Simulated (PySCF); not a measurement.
## Adding and removing an electron: LiCa

PBE0; Li aug-pcseg-1, Ca aug-pcseg-1; no relativity (PySCF 2.14). Neutral (UKS): doublet (σ ↑), Re = 3.417 Å, ωe = 203 cm⁻¹, De = 0.39 eV, HOMO -3.35 eV, LUMO -1.65 eV.

LiCa⁻ (UKS): singlet (closed shell), Re = 3.707 Å, ωe = 158 cm⁻¹, De = 0.61 eV to Li⁻ + Ca. The energies at the minima are -684.77304 hartree for LiCa and -684.79866 for LiCa⁻.

Question: Work out the adiabatic electron affinity, without and with harmonic zero-point energies (1 hartree = 27.2114 eV, 1 eV = 8065.5 cm⁻¹), and the change of the bond length.

Answer: At PBE0: 0.02562 hartree = 0.697 eV between the minima; the zero-point term (203.0 − 158.0)/2 cm⁻¹ = +0.003 eV makes it 0.700 eV. Re changes by +29.0 pm against the neutral. The electron enters a σ orbital; the charge polarises the partner, so the anion is bound more strongly.

Closed-shell solutions of metal pairs were not tested for spin polarisation, which can lower them a little. Weak bonds: LiCa. Basis-set superposition, not corrected here, can be much of De in a small basis, most of all at correlated wavefunction levels. For an ion De counts to the pair picked by the measured ionisation energies or electron affinities, which need not be the lowest pair at this level. The highest Kohn–Sham level is positive in this anion. Much of that is self-interaction error, but it also means that the finite basis helps to hold the extra electron. States were picked by a PBE0 search and need not be the measured ground states.
